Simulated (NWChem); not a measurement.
A series in which one site is exchanged, each optimised at PBE0/def2-SVP with NWChem, gas phase unless a solvent is named. Some are not confirmed as minima by frequencies. def2 effective core potentials on Ag, I; no spin-orbit coupling.

A: [Ag](<-[NH3])[Cl] (AgNH3Cl; site = Cl)
B: [NH3]->[Ag][I] (AgNH3I; site = I)
C: [AgH]<-[NH3] (AgNH4; site = H)
D: [NH3]->[Ag][Br] (AgNH3Br; site = Br)

Rank them by static polarisability, PBE0/def2-SVPD (bohr³), lowest first.

C (50.7), A (54.1), D (63.7), B (80.0)
